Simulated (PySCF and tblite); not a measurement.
The numbers below are computed, except where a source is named.
2 diastereomers of C8H18O2, numbered alike:

```json
{"isomer": "A", "SMILES": "[CH3:1][CH2:2][C@@H:3]([O:4][CH3:5])[C@H:6]([CH2:7][CH3:8])[O:9][CH3:10]", "descriptors (one enantiomer)": "3R, 6S"}
{"isomer": "B", "SMILES": "[CH3:1][CH2:2][C@H:3]([O:4][CH3:5])[C@H:6]([CH2:7][CH3:8])[O:9][CH3:10]", "descriptors (one enantiomer)": "3S, 6S"}
```

Protocol: conformer search, at most 6 conformers an isomer, GFN2-xTB geometries, energies B3LYP/def2-SVP (D3(BJ) added where defined), weights at 298.15 K with GFN2-xTB thermal terms. Programs: PySCF with density fitting and tblite.

Q: Rank the isomers by free energy at 298.15 K.

A: 
```tsv
isomer	ΔG (kcal/mol)	ΔE, lowest conformer	conformers	largest weight %	rms dipole (D)
A	0.0	0.0	6	56	1.26
B	0.7	0.4	6	30	1.51
```

ΔG is for one enantiomer.

Q: If they could interconvert freely, what would the mixture hold (chiral isomers as racemates)?

A: A 62 %, B 38 %. A racemate gains RT ln 2.

The cap on conformers cut off some of the population, so the set may be incomplete.
